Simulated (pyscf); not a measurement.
Single points on ωB97X-D3(BJ)/def2-SVP structures (PySCF, gas phase). Correlated levels are frozen-core, on RHF or UHF. ΔMP2 is the change of the MP2 total energy from the triple- to the quadruple-zeta basis.

Problem. For the elementary gas-phase step [HB–NH₂]• -> [H₂B–NH]• (doublet surface; H–N broken, B–H formed), what barrier and reaction energy does CCSD(T)/def2-TZVPP give, measured from the reactant's lowest minimum found?

Solution. ΔE‡ = 47.8 kcal/mol, ΔE = +10.6 kcal/mol. CCSD(T)/def2-TZVPP + ΔMP2(QZVPP) gives 47.2 kcal/mol and +10.8 kcal/mol. Zero-point energy shifts the barrier by -5.6 kcal/mol. It is a hydrogen shift, with an imaginary mode of 1995i cm⁻¹. One saddle was located; it need not be the lowest between these sides. The CCSD(T) − MP2 part came from Ansatz, without density fitting, on the same reference.
